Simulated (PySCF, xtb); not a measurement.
ZnHBr, SMILES [ZnH][Br].

GFN2-xTB run with xtb 6.7.1 at its own geometry gives an orbital gap of 7.24 eV and a dipole moment of 4.54 D.

The structure is a stationary point at B3LYP-D3(BJ)/def2-TZVP.

Question: What does PBE0/def2-TZVPD (PySCF) give? (The exact figures need the calculation; the answer reports its results.)

Answer: gap 7.57 eV (levels -8.36 and -0.79 eV), dipole 1.67 D.
